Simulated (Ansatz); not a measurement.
Ansatz (an electronic-structure program) input (B3LYP-D3(BJ)/def2-TZVP):

Ansatz 0.2 input:
```yaml
crystal:
  periodic: [false, false, false]
  atoms:
    - {symbol: Pb, position_ang: [0.03084585, -0.00635573, 0.94854800]}
    - {symbol: Cl, position_ang: [1.44339225, 1.72706847, -0.50201190]}
    - {symbol: Cl, position_ang: [-1.40387424, -1.71583280, -0.50831994]}
basis:
  gaussian:
    orbitals: def2-TZVP
hamiltonian:
  xc: b3lyp
  dispersion: d3bj
total_charge: -1
magnetization: {spin_polarized: true, initial_magnetization: 1}
relax: {f_tol: 0.002, max_steps: 150}
```

End of the output:

```
these checks for a lower state are left out or cut short: starts, cluster_reference, orbital_swaps, neighbouring_geometries, increment
integrals: 0.05 GiB planned
956 factors; their error is unknown
mean field: 0.66 GiB planned
mean field -30301.98212177 eV, -1113.5773035538 hartree, gradient 1.2e-5 eV, S^2 0.751720; 0 other end points of the search recorded, 0 dependent functions left out
the calculation of the forces begins
reference -30301.98234293 eV, -1113.5773116812 hartree; 29, 28 occupied and 95, 96 virtual orbitals, 956 factors
relax step   2: F+E_penalty+E_count = -30302.14907490 eV  Δ(F+E_penalty+E_count) = -2.629e-2 eV  max|allowed force component| = 9.252e-2 eV/Å  Δτ_max = 0.1054 Å  (32 SCF iters, accepted)
these checks for a lower state are left out or cut short: starts, cluster_reference, orbital_swaps, neighbouring_geometries, increment
integrals: 0.05 GiB planned
956 factors; their error is unknown
mean field: 0.66 GiB planned
mean field evaluation 32: about -30301.8798 eV, gradient 2.4e0 eV
mean field -30301.98503973 eV, -1113.5774107870 hartree, gradient 1.4e-5 eV, S^2 0.751716; 0 other end points of the search recorded, 0 dependent functions left out
the calculation of the forces begins
reference -30301.98525976 eV, -1113.5774188727 hartree; 29, 28 occupied and 95, 96 virtual orbitals, 956 factors
relax step   3: F+E_penalty+E_count = -30302.15528517 eV  Δ(F+E_penalty+E_count) = -6.210e-3 eV  max|allowed force component| = 9.528e-2 eV/Å  Δτ_max = 0.0826 Å  (32 SCF iters, accepted)
these checks for a lower state are left out or cut short: starts, cluster_reference, orbital_swaps, neighbouring_geometries, increment
integrals: 0.05 GiB planned
956 factors; their error is unknown
mean field: 0.66 GiB planned
mean field -30301.98580500 eV, -1113.5774389101 hartree, gradient 1.1e-5 eV, S^2 0.751715; 0 other end points of the search recorded, 0 dependent functions left out
the calculation of the forces begins
reference -30301.98602482 eV, -1113.5774469885 hartree; 29, 28 occupied and 95, 96 virtual orbitals, 956 factors
relax step   4: F+E_penalty+E_count = -30302.15600767 eV  Δ(F+E_penalty+E_count) = -7.225e-4 eV  max|allowed force component| = 6.537e-3 eV/Å  Δτ_max = 0.0125 Å  (33 SCF iters, accepted)
these checks for a lower state are left out or cut short: starts, cluster_reference, orbital_swaps, neighbouring_geometries, increment
integrals: 0.05 GiB planned
956 factors; their error is unknown
mean field: 0.66 GiB planned
mean field -30301.98579403 eV, -1113.5774385071 hartree, gradient 2.6e-5 eV, S^2 0.751715; 0 other end points of the search recorded, 0 dependent functions left out
the calculation of the forces begins
reference -30301.98601387 eV, -1113.5774465858 hartree; 29, 28 occupied and 95, 96 virtual orbitals, 956 factors
relax step   5: F+E_penalty+E_count = -30302.15601126 eV  Δ(F+E_penalty+E_count) = -3.590e-6 eV  max|allowed force component| = 7.337e-5 eV/Å  Δτ_max = 0.0010 Å  (23 SCF iters, accepted)
integrals: 0.05 GiB planned
956 factors; their error is unknown
mean field: 0.66 GiB planned
mean field evaluation 64: about -30301.9858 eV, gradient 1.0e-2 eV
mean field -30301.98579403 eV, -1113.5774385071 hartree, gradient 2.6e-5 eV, S^2 0.751715; 2 other end points of the search recorded, 0 dependent functions left out
the calculation of the forces begins
reference -30301.98601387 eV, -1113.5774465858 hartree; 29, 28 occupied and 95, 96 virtual orbitals, 956 factors
Total energy: -30302.15623109 eV, -1113.5837019535 hartree
Atom 0 at     0.031873    -0.007363     1.077364 Å, force    -0.000000     0.000001    -0.000073 eV/Å
Atom 1 at     1.333792     1.595665    -0.566638 Å, force    -0.000025    -0.000031     0.000037 eV/Å
Atom 2 at    -1.295301    -1.583422    -0.572509 Å, force     0.000026     0.000030     0.000037 eV/Å
Dipole moment:     0.008292    -0.008855     1.081497 e Å
```
